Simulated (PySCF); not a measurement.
Input of an EPR job (settings, then geometry in Å):

```
{"job": {"kind": "epr", "basis": "pcH-1"}, "charge": 0, "multiplicity": 2}
C     -0.448116     1.525608     0.164470
C      0.890481     1.405783     0.355859
C      1.712776     0.301608     0.074229
C      1.341024    -1.012010    -0.258331
C      0.111819    -1.582698    -0.180016
C     -1.127527    -0.898228     0.283237
C     -1.336170     0.467129    -0.392914
H     -0.917452     2.468673     0.406575
H      1.410506     2.285105     0.719368
H      2.778340     0.487831     0.120956
H      2.157603    -1.657318    -0.562384
H      0.014207    -2.625558    -0.446592
H     -1.080120    -0.746298     1.367216
H     -1.990530    -1.534975     0.077628
H     -1.145891     0.353704    -1.466037
H     -2.378548     0.770588    -0.274674
```

Computed with PySCF 2.14.0, UKS B3LYP, pcH-1 on C H, non-relativistic, mean-field spin-orbit, GIAO. The structure is a single GFN2-xTB conformer in the gas phase; no vibrational or solvent corrections. Couplings are sensitive to structure, and on GFN2-xTB geometries they can be far from those on DFT ones.

Output of the driver script. Atoms in this output count from 0.

```
UKS, coarse grid
  cycle   1  E = -272.06817368  |g| = 3.08e-01
  cycle   2  E = -272.05553045  |g| = 3.56e-01
  cycle   3  E = -272.12281966  |g| = 3.29e-02
  cycle   4  E = -272.12344350  |g| = 1.93e-02
  cycle   5  E = -272.12364611  |g| = 1.29e-02
  cycle   6  E = -272.12377331  |g| = 3.98e-03
  cycle   7  E = -272.12380831  |g| = 2.55e-03
  cycle   8  E = -272.12381349  |g| = 4.01e-04
UKS, final grid
  cycle   1  E = -272.12382911  |g| = 4.18e-04
  cycle   2  E = -272.12382908  |g| = 5.66e-04
  cycle   3  E = -272.12382924  |g| = 7.68e-05
  cycle   4  E = -272.12382924  |g| = 6.44e-05
  cycle   5  E = -272.12382925  |g| = 1.78e-05
E = -272.12382925 Eh   <S^2> = 0.7876 (exact 0.7500)
g shifts (ppm)      1          2          3
  rmc          -144       -144       -144
  gc              4         32         17
  oz_so         -73        511        542
  total        -212        399        415
hyperfine (MHz)  atom isotope    a_iso     a_fc   dipolar eigenvalues
    0   13C      39.93      39.93    -37.17    -35.29     72.46
    1   13C     -37.35     -37.35    -24.45      9.85     14.61
    2   13C      47.81      47.81    -42.49    -39.88     82.37
    3   13C     -37.38     -37.38    -24.46      9.84     14.62
    4   13C      39.94      39.94    -37.20    -35.32     72.52
    5   13C       3.52       3.52     -1.60     -0.93      2.53
    6   13C       3.44       3.44     -1.60     -0.93      2.53
    7    1H     -29.00     -29.00    -17.89     -0.63     18.52
    8    1H      12.33      12.33     -4.11     -1.60      5.70
    9    1H     -35.70     -35.70    -20.40     -0.25     20.65
   10    1H      12.31      12.31     -4.11     -1.60      5.71
   11    1H     -29.02     -29.02    -17.90     -0.63     18.53
   12    1H      51.12      51.12     -3.12      0.06      3.06
   13    1H      12.65      12.65     -2.71     -1.71      4.42
   14    1H      51.14      51.14     -3.11      0.07      3.05
   15    1H      12.53      12.53     -2.71     -1.70      4.41
```

|g| in the SCF lines is the orbital gradient. In the g block, columns 1 to 3 are the principal axes in rising order; rmc is the relativistic mass correction, gc the gauge correction and oz_so the orbital-Zeeman/spin–orbit term. a_fc is the Fermi-contact part of a_iso, here all of it, since this run has no spin–orbit term in the hyperfine coupling.

Question: What does the output say about convergence, stability and spin contamination?

Answer: The SCF converged after 13 cycles in all, 8 of them on the coarse grid; no stability test was run. ⟨S²⟩ = 0.7876 against the exact 0.7500, 5.0 % above the value of a pure doublet state.

Question: What are the principal g values and g_iso?

Answer: Adding the total shifts to 2.002319 gives 2.00211, 2.00272, 2.00273; their mean shift is 201 ppm, so g_iso = 2.00252.

Question: Which couplings shape the isotropic spectrum at natural abundance (0.05 mT or more)? Keep the log's numbering.

Answer: atom 9 (1H, I = 1/2): -35.7 MHz = 1.27 mT in magnitude, a 1:1 doublet; atoms 12, 13, 14, 15 (1H, I = 1/2): mean 31.9 MHz = 1.14 mT in magnitude, a 1:4:6:4:1 quintet; atoms 7, 11 (1H, I = 1/2): mean -29.0 MHz = 1.04 mT in magnitude, a 1:2:1 triplet; atoms 8, 10 (1H, I = 1/2): mean 12.3 MHz = 0.44 mT in magnitude, a 1:2:1 triplet. Together 90 lines to first order. Means are taken over nuclei equivalent by connectivity, which assumes that they swap fast. The 1H value of +31.9 MHz is a mean of couplings from 12.5 to 51.1 MHz in this one geometry, not an average over conformers.

Question: What are the principal values of the full tensor of atom 2 (13C)?

Answer: a_iso plus each dipolar eigenvalue: 5.33, 7.93, 130.18 MHz.

The species is `[CH]1C=CC=CCC1` [radical]. The run used 265 basis functions and 6 iterations of the response equations. C1, the radical centre as drawn in `[CH]1C=CC=CCC1`, holds a spin population of +0.47 out of 1.

On one thread, Arm Neoverse V1 (shared host), this took 50 s of wall time.
Labels such as C1 count atoms from 1, the log's own numbers from 0.
